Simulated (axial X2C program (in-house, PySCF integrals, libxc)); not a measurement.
Which molecule has these constants?

Computed with an in-house all-electron X2C program for linear molecules (integrals from PySCF), spin-free (one-electron X2C) or two-component (2c: spin–orbit coupling with atomic mean-field Coulomb and Gaunt terms, which also bring small scalar terms), in Dyall basis sets with cores contracted in-house; open shells are unrestricted.

A two-component PBE0 calculation in a Dyall 3-zeta basis gave Re = 2.355 Å, ωe = 365.9 cm⁻¹, dipole magnitude 3.89 D, Ω = 3.

Which molecule is it?
A. NaCo
B. CoH
C. LiCo

C. The others have NaCo 2.640 Å and 202.6 cm⁻¹ (Ω = 3); CoH 1.502 Å and 1912.1 cm⁻¹ (Ω = 4).

Each entry is the lowest single determinant of a limited PBE0 search at one distance. De goes to single-determinant-based atoms at the same level (for ions the charge split of lowest energy) and is withheld (n/a) where an atom does not fit its ground term or J level. Main or longest-lived isotopes. One determinant is a doubtful description, or other states lie close, for LiCo, NaCo, CoH; these need not be ground states, and all values refer to the states named. With several unpaired electrons the Ω given is that of one determinant, not necessarily of the lowest component. The functionals have no current term, which raises determinants with orbital currents.
